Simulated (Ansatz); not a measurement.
## One elementary step

Start structure (SiN₃H₇O, singlet), relaxed at PBE0-D4/def2-TZVP:

```xyz
12
angstrom
Si -0.0902 -0.1114 0.1212
N 0.9386 1.1731 0.6215
O -0.7044 -0.7398 1.5186
H -0.9407 -0.0897 2.1808
N -1.1131 0.6421 -1.0174
N 0.4815 -1.5233 -0.6468
H 1.5889 1.0193 1.3753
H 1.3416 1.7779 -0.0761
H -1.7436 0.0858 -1.5699
H -1.4641 1.5723 -0.8648
H 0.7701 -2.3161 -0.0997
H 0.9355 -1.4901 -1.5426
```

The step: SiN₃H₇O ([NH2][Si]([NH2])([NH2])[OH]) → SiN₂H₄O ([NH2][Si]([NH2])[O]) + NH₃ (still joined by a long Si–N bond); bonds formed: N2–H4; bonds broken: O3–H4; bonds weakened to dative contacts: Si1–N2. Program: Ansatz 0.2.0. Basis: def2-TZVPP and def2-QZVPP. Cores are frozen in the correlated methods. Extrapolation: Hartree–Fock as exp(−7.88 √X), correlation as X^−2.97. Energies below are by CCSD(T) at an estimated basis limit (MP2 extrapolated from triple and quadruple zeta, plus CCSD(T) − MP2 in triple zeta).

Question: What are the electronic barrier and the energy of the step, from the start structure to the end structure? (An estimate is asked for; the value comes from the calculation.)

Answer: The calculation gives: Barrier 171.1 kJ/mol; step energy 117.3 kJ/mol (uphill); reverse barrier, their difference, 53.8 kJ/mol. Barrier and step energy count from the start structure, the reverse barrier from the end structure.

The saddle point: One imaginary mode of 1292i cm⁻¹.
| pair | start (Å) | saddle (Å) | end (Å) |
| --- | --- | --- | --- |
| N2–H4 | 2.75 | 1.21 | 1.02 |
| Si1–N2 | 1.72 | 1.88 | 1.96 |
| O3–H4 | 0.96 | 1.38 | 2.83 |

Zero-point energy (harmonic, PBE0-D4): ZPE is 248.3 kJ/mol at the start and 239.4 kJ/mol at the saddle, so the barrier goes from 171.1 to 162.3 kJ/mol.

First-order rate constant out of the start structure at 498 K by transition-state theory, with harmonic vibrational free energies alone and no tunnelling: ΔA‡ = 163.9 kJ/mol, so k = (kB T/h) exp(−ΔA‡/kB T) ≈ 10^-4 s⁻¹ (an order of magnitude at best: rotation, the number of equivalent paths and anharmonicity are left out).

No T1 diagnostic of these runs exceeds 0.013.

Labels in which every atom is bracketed show which atoms are joined, not bond orders.

For scale, one of the runs: CCSD(T)/def2-TZVPP, 264 basis functions, launched by `ansatz run in.yaml --threads 8 --pin off --events-out ev --progress --plain --max-ram 19148MiB`. The run took 93 s on 8 CPU threads of an Arm Neoverse V2 (shared host), with 6.7 GiB of host memory at its peak.
